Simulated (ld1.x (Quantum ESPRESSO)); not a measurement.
Ca (Z = 20), TM: configuration errors across variants

calcium (Ca), norm-conserving Troullier–Martins (Kleinman–Bylander form), made with ld1.x (Quantum ESPRESSO) 7.5 (revPBE, scalar-relativistic). Core [Ne], reference 3s2 3p6 3d1 4s1 4p0. Waves: 3s (bound): rc 1.25 bohr; 3p (bound): rc 1.80 bohr; 3d (bound): rc 2.95 bohr. Local part: all-electron potential smoothed inside 2.25 bohr (lloc = -1). Core correction: none.

Occupied shells without a wave of their own: 4s. They enter only through the test configuration that unscreens the potential.

All-electron excitation energies from the reference (eV): (1) 3s2 3p6 3d0 4s2 4p0 -2.282; (2) 3s2 3p6 3d0 4s1 4p0 3.969; (3) 3s2 3p6 3d0 4s0 4p0 15.695; (4) 3s2 3p6 3d0 4s0 4p2 2.571; (5) 3s2 3p5 3d0 4s2 4p0 32.401; (6) 3s1 3p6 3d0 4s2 4p0 52.008; (7) 3s2 3p6 3d0 4s0 4p1 6.959.

For the base: The 4s level has no wave, so the channel is fitted at the deeper level alone: the likely source of the large errors.

On the changes marked as counting shells twice: ld1.x takes every shell without a wave as core, so the model core holds the marked electrons as well and exchange and correlation see them twice. This cancels in the reference configuration, but the file is broken for other ones, and its errors say nothing about a proper core correction.

3 further variants failed, have other tests or another functional or relativity, and are left out.

The file “base” misses its own reference levels by 0.4 eV. The file “wave 3s (bound): rc 1.25 bohr becomes 3s (bound): rc 1.16 bohr” misses its own reference levels by 0.4 eV. The file “core correction a·sin(br)/r model core inside 0.48 bohr (4s counted twice)” misses its own reference levels by 0.4 eV. The file “wave 3d (bound): rc 2.95 bohr becomes 3d (bound): rc 3.54 bohr” misses its own reference levels by 0.4 eV.

Errors AE − PS in meV (a dash: test not solved or not reliable):

| change | (1) | (2) | (3) | (4) | (5) | (6) | (7) | bound ghosts |
| --- | --- | --- | --- | --- | --- | --- | --- | --- |
| base | +504 | +91 | -867 | -555 | +1961 | +2101 | -706 | none |
| local potential the d channel | +230 | +125 | -407 | -552 | +1678 | +1820 | -546 | none |
| local potential all-electron potential smoothed inside 2.88 bohr (lloc = -1) | +121 | +56 | -75 | -70 | +488 | +517 | -85 | none |
| wave 3s (bound): rc 1.25 bohr becomes 3s (bound): rc 1.16 bohr | +511 | +96 | -879 | -561 | +2056 | +2214 | -715 | none |
| core correction a·sin(br)/r model core inside 0.48 bohr (4s counted twice) | +470 | +28 | -1124 | -645 | +1778 | +1954 | -731 | none |
| wave 3d (bound): rc 2.95 bohr becomes 3d (bound): rc 3.54 bohr | +536 | +138 | -777 | -478 | +2140 | +2292 | -626 | none |

Question: Give the same row for: wave 3p (bound): rc 1.80 bohr becomes 3p (bound): rc 1.86 bohr.

Answer: +504, +91, -867, -555, +1962, +2101, -706; bound ghosts: none.
